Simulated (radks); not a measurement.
Values are calculated unless marked as measured or tabulated.
The mean radii <r> (bohr) of the occupied orbitals of an atom or ion are listed with their occupations. Level of theory: scalar-relativistic Kohn-Sham, PBEsol, spin-polarised, spherical densities, point nucleus (a radial shooting solver on a logarithmic mesh with Libxc functionals).

| orbital | occ. | <r> |
|---|---|---|
| 1s down | 1 | 0.02232 |
| 1s up | 1 | 0.02232 |
| 2s up | 1 | 0.09514 |
| 2s down | 1 | 0.09514 |
| 2p up | 3 | 0.08391 |
| 2p down | 3 | 0.08391 |
| 3s up | 1 | 0.2498 |
| 3s down | 1 | 0.2496 |
| 3p up | 3 | 0.2483 |
| 3p down | 3 | 0.2480 |
| 3d up | 5 | 0.2262 |
| 3d down | 5 | 0.2259 |
| 4s up | 1 | 0.5644 |
| 4s down | 1 | 0.5645 |
| 4p up | 3 | 0.5967 |
| 4p down | 3 | 0.5969 |
| 4d up | 5 | 0.6473 |
| 4d down | 5 | 0.6482 |
| 5s up | 1 | 1.310 |
| 5s down | 1 | 1.326 |
| 5p up | 3 | 1.486 |
| 5p down | 3 | 1.507 |
| 4f up | 5 | 0.8158 |

Name the element and its charge. Open shells, if any, are filled with parallel spins first.

Answer. Z = 63, europium, charge +4: Eu4+ in [Xe] 4f5. The 1s radius gives Z: for a bare nucleus <r> = (2 gamma + 1)/(2Z) with gamma = sqrt(1 - (Z/c)^2), 0.02203 bohr for Z = 63, and screening makes it slightly larger (0.02232 here). The occupations add up to 59, and the charge is Z minus that.
